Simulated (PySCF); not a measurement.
**Choosing a basis for TDDFT**

CBr2F2.
InChI=1S/CBr2F2/c2-1(3,4)5

TDDFT with PBE0 (PySCF), vertical singlets, core orbitals frozen in the response, spherical d and f functions. Geometry: PBE0-D3(BJ)/def2-SVP; no solvent, vibrations or thermal averaging. The PBE0/6-31G* calculation is non-relativistic and has no spin–orbit coupling, an omission that weighs most on bromine.

| basis | functions | diffuse | S1 (eV) | S2 (eV) | S3 (eV) | S4 (eV) | S5 (eV) | LUMO (eV) | α (au) |
| --- | --- | --- | --- | --- | --- | --- | --- | --- | --- |
| 6-31G* | 106 | no | 5.34 | 5.59 | 6.04 | 6.38 | 7.03 | -1.65 | 43.1 |
| def2-SVP | 106 | no | 5.52 | 5.76 | 6.21 | 6.56 | 7.18 | -1.46 | 41.9 |
| aug-cc-pVDZ | 141 | yes | 5.30 | 5.56 | 6.01 | 6.32 | 6.90 | -1.85 | 57.2 |
| def2-SVPD | 148 | yes | 5.30 | 5.57 | 6.02 | 6.31 | 6.81 | -1.87 | 58.6 |
| def2-TZVP | 189 | no | 5.39 | 5.65 | 6.09 | 6.40 | 7.05 | -1.69 | 52.4 |
| def2-TZVPD | 231 | yes | 5.31 | 5.58 | 6.02 | 6.32 | 6.90 | -1.81 | 59.2 |
| aug-cc-pVTZ | 256 | yes | 5.31 | 5.58 | 6.02 | 6.32 | 6.91 | -1.81 | 59.0 |

Q: Compare the sets with the largest diffuse one.

A: States are compared by their number. Against the largest diffuse basis here (aug-cc-pVTZ, itself not a converged limit), sets without diffuse functions differ by up to 0.21 eV in S1 and 0.28 eV in S5; the smaller diffuse sets differ by up to 0.01 and 0.09 eV. State by state, the largest deviation of a set without diffuse functions is S1 0.21, S2 0.18, S3 0.18, S4 0.24, S5 0.28 eV. The same number needn't mean the same state in each row. Against aug-cc-pVTZ the polarisability deviates by -27% in 6-31G*, -29% in def2-SVP, -3% in aug-cc-pVDZ, -1% in def2-SVPD, -11% in def2-TZVP, 0% in def2-TZVPD.
